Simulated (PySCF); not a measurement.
The vertical singlet excitations below were computed for one of the candidates. Method: TDDFT PBE0/def2-SVPD, vertical, gas phase, core orbitals frozen in the response (PySCF 2.14.0, density-fitted response routines). Geometries: GFN2-xTB, one conformer each.

```json
{"state": "S1", "E (eV)": "4.09", "f": "0.0008"}
{"state": "S2", "E (eV)": "5.90", "f": "0.013"}
{"state": "S3", "E (eV)": "5.99", "f": "0.0061"}
{"state": "S4", "E (eV)": "6.11", "f": "0.046"}
{"state": "S5", "E (eV)": "6.39", "f": "0.0071"}
{"state": "S6", "E (eV)": "6.58", "f": "0.016"}
{"state": "S7", "E (eV)": "6.77", "f": "0.011"}
{"state": "S8", "E (eV)": "6.89", "f": "0.082"}
```

Question: Which candidate is it? All have the formula C2H8N2Si2.
A. `C=C[SiH]1N[SiH2]N1`
B. `[SiH3]CN[SiH2]C#N`
C. `N[Si@@H]1N=C[C@H]1[SiH3]`
D. `C#C[Si@H](N)N[SiH3]`

Answer: C. Its S1, at 4.09 eV, is the lowest among the candidates; the nearest of the others has S1 at 4.79 eV. S1 is HOMO→LUMO (96%). Löwdin shares by element: HOMO nitrogen 54% or more, carbon 21%, silicon 8% or more (atoms not listed hold the other 16%); LUMO carbon 42%, nitrogen 26% or more, silicon 8% or more (atoms not listed hold the other 24%). At the same level the other candidates give, for their lowest levels:
- `C#C[Si@H](N)N[SiH3]`: 5.91 eV (f 0.006); 6.07 eV (f 0.002); 6.19 eV (f 0.031); 6.30 eV (f 0.005); 6.36 eV (f 0.011); T1 4.94 eV; HOMO -7.45, LUMO -0.27 eV
- `C=C[SiH]1N[SiH2]N1`: 4.79 eV (f 0.021); 5.08 eV (f 0.001); 5.92 eV (f 0.004); 6.18 eV (f 0.000); 6.42 eV (f 0.003); T1 4.09 eV; HOMO -6.87, LUMO -0.87 eV
- `N#C[SiH2]NC[SiH3]`: 5.31 eV (f 0.023); 5.97 eV (f 0.014); 6.41 eV (f 0.025); 7.00 eV (f 0.009); 7.02 eV (f 0.006); T1 4.98 eV; HOMO -7.36, LUMO -0.79 eV

Conformer computed: `[NH2:1][Si@@H:2]1[N:3]=[CH:4][C@H:5]1[SiH3:6]`: H–N1–Si2–N3 -108°, H–N1–Si2–N3 27°.
Triplets come from the Tamm–Dancoff approximation.
